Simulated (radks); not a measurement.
Lu I, configuration [Kr] 4d10 4f14 5s2 5p5.5 5d1 6s2 6p0.5 (fractional occupations, a model configuration).

All-electron calculation, scalar-relativistic Kohn-Sham, LDA (Slater exchange, VWN5 correlation), spin-polarised, spherical densities, finite nucleus; open shells are filled with parallel spins first (spin-orbit coupling, left out, can overturn this in heavy ions); Fermi nuclear charge, rms radius 5.37 fm. Program: a radial shooting solver on a logarithmic mesh with Libxc functionals.

Energy parts (eV):
total: -395983.36
kinetic: 432445.34
electron-nucleus: -975714.16
Hartree: 155209.56
exchange-correlation: -7924.10

Orbitals (lengths in bohr, moments of r in powers of bohr):
orbital  occ.  eigenvalue (eV)   <1/r>
1s up       1        -63173.88   82.12
1s down     1        -63173.84   82.12
2s up       1        -10758.12   19.16
2s down     1        -10758.07   19.16
2p up       3        -9470.857   17.55
2p down     3        -9470.799   17.55
3s up       1        -2439.781   7.083
3s down     1        -2439.754   7.083
3p up       3        -2053.321   6.585
3p down     3        -2053.289   6.585
3d up       5        -1587.798   6.235
3d down     5        -1587.758   6.235
4s up       1        -487.5027   3.001
4s down     1        -487.4444   3.001
4p up       3        -360.5962   2.735
4p down     3        -360.5309   2.735
4d up       5        -194.8653   2.420
4d down     5        -194.7752   2.421
5s up       1         -64.4454   1.139
5s down     1         -63.7659   1.141
5p up       3         -34.8530  0.9450
5p down   2.5         -34.0555  0.9474
4f up       7         -12.9816   1.830
4f down     7         -12.7459   1.836
6s up       1          -5.9458  0.3691
6s down     1          -5.3142  0.3620
5d up       1          -3.7837  0.5339
5d down     0          -2.9842  0.5237
6p up     0.5          -2.0504  0.2581
6p down     0          -1.6337  0.2462
7s up       0          -0.3320  0.1216
7s down     0          -0.2363  0.1113

The highest occupied level is 6p up at -2.050 eV. The configuration is held as typed, so some empty levels lie below it. The electron density at the nucleus is 1.172e+06 e/bohr^3 (large components only).

Run on one thread of a shared host, so times are rough (Arm Neoverse V2): 0.32 s of CPU time, 0.32 s wall, 15 iterations on 2440 mesh points.
